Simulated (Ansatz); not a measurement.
Name a neutral molecule of C, Cl, Si and H with size of the dipole moment (ωB97M-V/def2-TZVPP) between 2.05 and 2.35 D and HOMO energy (PBE0/def2-TZVPP) between -8.75 and -8.45 eV (Ansatz, PBE0-D4/def2-TZVP geometry).

`CC(C)[Si](Cl)(Cl)Cl` (2.12 D, -8.65 eV); `C=C[SiH](Cl)Cl` (2.21 D, -8.54 eV); `CC[SiH](Cl)Cl` (2.09 D, -8.57 eV); `C[Si](C)(Cl)Cl` (2.32 D, -8.62 eV); `C#C[Si](Cl)(Cl)C#C` (2.11 D, -8.62 eV); `C=C[Si](Cl)(Cl)Cl` (2.10 D, -8.62 eV). Other molecules can fit too; these were computed, each in one conformer that needn't be the lowest.
